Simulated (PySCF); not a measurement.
# Ionisation energy of Cu⁺ by level of theory

Cu⁺ [Ar] 3d10 (1S) → Cu²⁺ [Ar] 3d9 (2D), as a difference of total energies. Calculation: PySCF 2.14, in aug-cc-pVDZ-DK (7s6p4d2f, 59 functions); scalar relativity by spin-free X2C-1e. Correlated levels: valence: [Ar] frozen. The calculations carry no spin-orbit coupling.

| method | ionisation energy (eV) |
| --- | --- |
| UHF | 17.177 |
| B3LYP | 20.488 |
| LDA | 21.401 |
| MP2 (valence) | 20.692 |
| SCS-MP2 (valence) | 20.254 |

How much does correlation contribute at MP2 (valence)?

20.692 − (17.177) = 3.515 eV, measured against UHF.

The reference lies between the lowest fine-structure levels, while these numbers refer to the centres of the terms.

Errors of the correlated levels include the incompleteness of this basis and the frozen core.

For comparison: 20.292 eV (measured; NIST Atomic Spectra Database, ionization energies).
